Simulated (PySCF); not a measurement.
Species: C5H8Si.
SMILES with atom numbers: `[CH:1]#[C:2][C@H:3]1[CH2:4][CH2:5][SiH2:6]1` (hydrogens: H7 on C1; H8 on C3; H9, H10 on C4; H11, H12 on C5; H13, H14 on Si6)

Computed by this run: PBE0-D3(BJ)/def2-SVP geometry optimisation, gas phase (PySCF 2.14.0); density fitting, grid level 1; the optimiser is geomeTRIC in internal coordinates, started from a GFN2-xTB structure with every atom displaced at random (about 0.01 Å).

The end geometry, which sets the zero of energy:
```
atom  x, y, z in Å
C1      2.9777   -0.4100    0.5944
C2      1.8903   -0.0979    0.1564
C3      0.5889    0.2687   -0.3422
C4     -0.4514   -0.8591   -0.6277
C5     -1.7767   -0.1012   -0.3667
Si6    -0.7764    1.0636    0.7415
H7      3.9410   -0.6874    0.9786
H8      0.6901    0.9029   -1.2419
H9     -0.3519   -1.3189   -1.6245
H10    -0.3179   -1.6620    0.1149
H11    -2.6040   -0.7002    0.0369
H12    -2.1297    0.4183   -1.2718
H13    -0.9819    2.5434    0.6773
H14    -0.7062    0.6236    2.1664
```

Problem. These geometries come from the run, each turned onto the end geometry. Order them by energy, lowest first.
A.
```
atom  x, y, z in Å
C1      2.9440   -0.4850    0.6156
C2      1.8855   -0.0934    0.1704
C3      0.5972    0.2978   -0.3484
C4     -0.4277   -0.8340   -0.6712
C5     -1.7700   -0.1341   -0.3284
Si6    -0.7780    1.0881    0.7312
H7      3.8915   -0.7634    1.0424
H8      0.7359    0.9418   -1.2351
H9     -0.3567   -1.2112   -1.7047
H10    -0.2561   -1.6814    0.0081
H11    -2.5254   -0.7719    0.1507
H12    -2.2340    0.3452   -1.2055
H13    -1.0212    2.5558    0.5899
H14    -0.6932    0.7294    2.1769
```
B.
```
atom  x, y, z in Å
C1      2.8314   -0.5477    0.7248
C2      1.8071   -0.1215    0.1928
C3      0.5683    0.3329   -0.4079
C4     -0.3708   -0.7888   -0.7829
C5     -1.7139   -0.1978   -0.2372
Si6    -0.7514    1.1555    0.7315
H7      3.7043   -0.8712    1.1654
H8      0.8426    0.9627   -1.2714
H9     -0.4323   -0.9949   -1.8300
H10    -0.1478   -1.7160   -0.2502
H11    -2.3181   -0.9011    0.3521
H12    -2.3395    0.2015   -1.0140
H13    -1.0919    2.5618    0.4475
H14    -0.5963    0.9084    2.1713
```
C.
```
atom  x, y, z in Å
C1      2.8809   -0.4148    0.7746
C2      1.8438   -0.1867    0.1890
C3      0.6105    0.2680   -0.4125
C4     -0.4548   -0.8092   -0.7897
C5     -1.7654   -0.1793   -0.2371
Si6    -0.7169    1.0964    0.7086
H7      3.7999   -0.7276    1.2487
H8      0.8642    0.9052   -1.2753
H9     -0.5041   -1.0072   -1.8738
H10    -0.2388   -1.7554   -0.2776
H11    -2.4031   -0.8632    0.3387
H12    -2.3926    0.2763   -1.0226
H13    -1.0008    2.5393    0.4566
H14    -0.5310    0.8418    2.1641
```
D.
```
atom  x, y, z in Å
C1      2.9692   -0.4547    0.5863
C2      1.8926   -0.0959    0.1572
C3      0.5900    0.2805   -0.3361
C4     -0.4369   -0.8503   -0.6405
C5     -1.7717   -0.1129   -0.3569
Si6    -0.7815    1.0749    0.7433
H7      3.9296   -0.7128    0.9961
H8      0.7064    0.9215   -1.2289
H9     -0.3457   -1.2786   -1.6523
H10    -0.2978   -1.6657    0.0848
H11    -2.5739   -0.7256    0.0769
H12    -2.1702    0.3893   -1.2534
H13    -0.9979    2.5497    0.6391
H14    -0.7204    0.6644    2.1762
```
E.
```
atom  x, y, z in Å
C1      2.8857   -0.4704    0.7434
C2      1.8524   -0.1320    0.2045
C3      0.6146    0.3010   -0.3973
C4     -0.4426   -0.7990   -0.7620
C5     -1.7701   -0.1802   -0.2475
Si6    -0.7437    1.0969    0.6954
H7      3.7978   -0.8094    1.1912
H8      0.8190    0.9498   -1.2668
H9     -0.4403   -1.0382   -1.8360
H10    -0.1985   -1.7311   -0.2297
H11    -2.4114   -0.8680    0.3214
H12    -2.3749    0.2632   -1.0516
H13    -1.0290    2.5491    0.4681
H14    -0.5672    0.8522    2.1585
```

Solution. D (0.007 eV), A (0.014 eV), E (0.034 eV), C (0.071 eV), B (0.270 eV).

In the order of the answer:

```json
{"step": "8", "E above end (eV)": "0.007", "largest force (eV/Å)": "0.19", "rms force component (eV/Å)": "0.063", "rms distance from end (Å)": "0.036", "rms bond change (Å)": "0.002", "bond most changed (Å)": "C5–Si6 +0.004"}
{"step": "7", "E above end (eV)": "0.014", "largest force (eV/Å)": "0.23", "rms force component (eV/Å)": "0.064", "rms distance from end (Å)": "0.096", "rms bond change (Å)": "0.002", "bond most changed (Å)": "C5–Si6 +0.004"}
{"step": "3", "E above end (eV)": "0.034", "largest force (eV/Å)": "0.17", "rms force component (eV/Å)": "0.051", "rms distance from end (Å)": "0.247", "rms bond change (Å)": "0.003", "bond most changed (Å)": "C3–C4 +0.008"}
{"step": "1", "E above end (eV)": "0.071", "largest force (eV/Å)": "0.60", "rms force component (eV/Å)": "0.168", "rms distance from end (Å)": "0.271", "rms bond change (Å)": "0.005", "bond most changed (Å)": "C5–Si6 +0.009"}
{"step": "0", "E above end (eV)": "0.270", "largest force (eV/Å)": "3.79", "rms force component (eV/Å)": "0.929", "rms distance from end (Å)": "0.288", "rms bond change (Å)": "0.025", "bond most changed (Å)": "C3–C4 -0.050"}
```

The cost below is that of the whole optimisation. The run took 74 s wall on Arm Neoverse V2, one thread (shared host), and the process peaked at 0.50 GiB of memory.
